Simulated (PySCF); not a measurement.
Computed IR spectrum (relative IR intensity) of a molecule GeH₆O₂Si. Coordinates come from a B3LYP-D3(BJ)/def2-SVP optimisation. One conformer was computed; it need not be the lowest. The numbers are results of B3LYP-D3(BJ)/def2-SVP (PySCF 2.14.0), not measurements. Frequencies are harmonic and unscaled.

Lines under 2 % of the strongest are left out, and lines within 2 cm⁻¹ are merged.

```json
[
 {"ν (cm⁻¹)": "148", "relative intensity": "41"},
 {"ν (cm⁻¹)": "248", "relative intensity": "2.9"},
 {"ν (cm⁻¹)": "363", "relative intensity": "16"},
 {"ν (cm⁻¹)": "517", "relative intensity": "21"},
 {"ν (cm⁻¹)": "645", "relative intensity": "31"},
 {"ν (cm⁻¹)": "650", "relative intensity": "8.3"},
 {"ν (cm⁻¹)": "732", "relative intensity": "58"},
 {"ν (cm⁻¹)": "740", "relative intensity": "2.6"},
 {"ν (cm⁻¹)": "811", "relative intensity": "45"},
 {"ν (cm⁻¹)": "868", "relative intensity": "73"},
 {"ν (cm⁻¹)": "894", "relative intensity": "4.5"},
 {"ν (cm⁻¹)": "912", "relative intensity": "6.4"},
 {"ν (cm⁻¹)": "988", "relative intensity": "37"},
 {"ν (cm⁻¹)": "1086", "relative intensity": "100"},
 {"ν (cm⁻¹)": "2089", "relative intensity": "46"},
 {"ν (cm⁻¹)": "2092", "relative intensity": "53"},
 {"ν (cm⁻¹)": "2217", "relative intensity": "53"},
 {"ν (cm⁻¹)": "2219", "relative intensity": "39"},
 {"ν (cm⁻¹)": "3657", "relative intensity": "73"},
 {"ν (cm⁻¹)": "3853", "relative intensity": "26"}
]
```

Task: Pick the molecule that these values belong to.
A. O[SiH2][GeH2][OH]
B. [OH][GeH]([OH])[SiH3]
C. O[SiH2][O][GeH3]
D. [OH][GeH2][O][SiH3]

Result: A, O[SiH2][GeH2][OH]
